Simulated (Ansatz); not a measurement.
CH3AlOS can be A, `C1[O][AlH][S]1`, or B, `[OH][AlH][CH]=S`.

Isolated molecules relaxed with PBE0-D4/def2-TZVP in Ansatz; ΔE leaves out vibrations. CCSD(T)/CBS is the MP2 limit (def2-TZVPP, def2-QZVPP) plus CCSD(T) − MP2 in def2-TZVPP, frozen cores. Functionals use def2-TZVPP. B3LYP here is the variant with VWN-RPA as its local correlation; programs differ in this. One conformer a species, not always the lowest.

Which isomer does CCSD(T)/CBS put lower? Give the gap. (Estimate.)

Ansatz gave: A, by 20.4 kcal/mol.

Give E(B) − E(A) in kcal/mol with B2PLYP, PBE0-D4, CCSD(T)/def2-TZVPP, r2SCAN-D4, B3LYP-D4, BLYP-D4, HF/def2-TZVPP. (Estimate.)

Ansatz gave: B2PLYP 20.2, PBE0-D4 26.4, CCSD(T)/def2-TZVPP 20.0, r2SCAN-D4 25.2, B3LYP-D4 20.3, BLYP-D4 18.2, HF/def2-TZVPP 20.1. None reverses the order clearly.

Does the order hold for the free energy at 298.15 K (harmonic terms from PBE0-D4)? (An estimate is asked.)

The calculation gave: Yes: G(B) − G(A) = +16.5 kcal/mol, for one conformer each.

Largest T1 diagnostic: 0.016.

From BLYP to BHLYP (50 % exact exchange), in def2-TZVPP and without D4, E(B) − E(A) moves by +4.3 kcal/mol. Leaving LDA and LC-ωPBE aside and taking each functional with its dispersion term where it has one, the values, not all of them listed here, spread over 8.2 kcal/mol, from BLYP-D4 to HSE06-D4. LDA lies +5.6 kcal/mol from PBE without D4.
